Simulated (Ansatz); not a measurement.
HClGeS, SMILES `[SH][Ge][Cl]` (excited triplet; H–S–Ge–Cl torsion 92°) (charge 0, multiplicity 3). This triplet is an excited state, 2.28 eV above the relaxed singlet at the level frozen-core CCSD(T)/cc-pVTZ // B3LYP-D3(BJ)/def2-TZVP (Ansatz, a first-principles code).

These are BLYP/cc-pVTZ // B3LYP-D3(BJ)/def2-TZVP in Ansatz values and carry that method's errors.

Ansatz 0.2 input:
```yaml
crystal:
  periodic: [false, false, false]
  atoms:
    - { symbol: S, position_ang: [-1.368119, -0.371923, 0.362717] }
    - { symbol: Ge, position_ang: [0.521132, 0.847416, 0.397255] }
    - { symbol: Cl, position_ang: [2.460925, -0.16477, 0.203141] }
    - { symbol: H, position_ang: [-1.613937, -0.310722, -0.963115] }
basis:
  gaussian: { orbitals: cc-pVTZ }
hamiltonian:
  xc: blyp
magnetization:
  spin_polarized: true
  initial_magnetization: 2
```

Output:

```
Functional definition: BLYP
958 factors; their error is unknown
mean field evaluation 1: about -79894.6718 eV, gradient 1.7e1 eV
mean field evaluation 2: about -79890.5170 eV, gradient 3.0e1 eV
mean field evaluation 4: about -79895.9077 eV, gradient 2.1e0 eV
mean field evaluation 8: about -79895.9368 eV, gradient 1.4e-1 eV
mean field evaluation 16: about -79895.9104 eV, gradient 3.0e-4 eV
mean field -79895.91037725 eV, -2936.1205509706 hartree, gradient 1.2e-5 eV, S^2 2.002943; 1 other end points of the search recorded, 0 dependent functions left out
reference -79895.91068196 eV, -2936.1205621687 hartree; 34, 32 occupied and 91, 93 virtual orbitals, 958 factors
Total energy: -79895.91068196 eV, -2936.1205621687 hartree
```
